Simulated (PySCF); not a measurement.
Input file for PySCF: R-MP2/6-31G* on OH-, 2S+1 = 1, a spin state set in the input, which need not be the lowest, a point of a bond scan (R = 1.056 Å). Charge -1.

```python
from pyscf import gto, scf, dft, mp
from pyscf.data.elements import chemcore

mol = gto.M(
    atom='''
    H     0.00000000    0.00000000    0.00000000
    O     0.00000000    0.00000000    1.05560400
    ''',
    basis='6-31g*',
    cart=True,
    charge=-1, spin=0, verbose=3, max_memory=1800)
mf = scf.RHF(mol)
mf.conv_tol = 1e-8
mf.max_cycle = 100
mf.kernel()
if not mf.converged:
    mf = mf.newton().run(mf.mo_coeff, mf.mo_occ)
pt = mp.MP2(mf, frozen=chemcore(mol)).run()
```

The log:

```
converged SCF energy = -75.3204149543616
E(RMP2) = -75.5092611733318  E_corr = -0.188846218970241
E(SCS-RMP2) = -75.5042404977668  E_corr = -0.183825543405202
```

The calculation finished and met its thresholds.

Cost: very roughly 0.18 core-seconds.
